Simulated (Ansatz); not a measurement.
Compare A (`[AlH2][O]C[SiH2][SiH3]`) with its isomer B (`[CH3][Al]([SiH3])[O][SiH3]`).

Gas-phase electronic energies from Ansatz, PBE0-D4/def2-TZVP geometries. CCSD(T)/CBS adds triple-zeta CCSD(T) − MP2 to the extrapolated MP2 energy (def2 sets, frozen cores). Functionals use def2-TZVPP. Each species was taken in one conformer, which may not be the lowest.

A:

```xyz
14

Al   -0.361   -3.228   -0.494
O    -0.710   -1.816    0.369
C    -0.841   -0.466    0.002
Si    0.641    0.536    0.635
Si    0.475    2.792    0.024
H    -0.246   -4.549    0.358
H    -0.189   -3.126   -2.066
H    -0.923   -0.338   -1.088
H    -1.764   -0.059    0.432
H     1.883   -0.048    0.051
H     0.730    0.418    2.117
H     1.650    3.558    0.518
H    -0.758    3.399    0.598
H     0.412    2.928   -1.457
```

B:

Z-matrix (Å, degrees):
```
C
Al 1 1.943
H 1 1.095 2 110.6
H 1 1.092 2 112.2 3 -120.5
H 1 1.095 2 111.2 3 118.0
Si 2 2.455 1 125.6 3 -66.6
O 2 1.692 1 118.8 3 113.4
H 6 1.493 2 110.8 1 -111.2
H 6 1.492 2 111.4 1 129.8
H 6 1.491 2 112.7 1 8.9
Si 7 1.624 2 160.4 1 179.3
H 11 1.487 7 110.0 2 -122.9
H 11 1.487 7 110.0 2 117.3
H 11 1.489 7 111.0 2 -2.8
```

(1) Which isomer does CCSD(T)/CBS put lower? Give the gap. (Best estimate.)

(2) Give E(B) − E(A) in kJ/mol with CCSD(T)/def2-TZVPP, MP2/def2-TZVPP, CCSD/def2-TZVPP, ωB97M-V, PBE-D4, r2SCAN-D4, B2PLYP. (Best estimate.)

Largest T1 diagnostic: 0.014.

## Answers

(1) The calculation gave: B, by 239.5 kJ/mol.

(2) Ansatz gave: CCSD(T)/def2-TZVPP -237.7, MP2/def2-TZVPP -245.3, CCSD/def2-TZVPP -240.3, ωB97M-V -232.3, PBE-D4 -218.0, r2SCAN-D4 -235.6, B2PLYP -238.9. None reverses the order clearly.

From PBE to PBE0 (25 % exact exchange), in def2-TZVPP and without D4, E(B) − E(A) moves by −8.8 kJ/mol. The D4 term adds +4.2 kJ/mol with B3LYP and +1.9 kJ/mol with PBE0; it sums over pairs of atoms, weighted by their polarisabilities, and B3LYP, whose exchange is more repulsive, gets the larger term.

B3LYP here is the variant with VWN-RPA as its local correlation; programs differ in this.
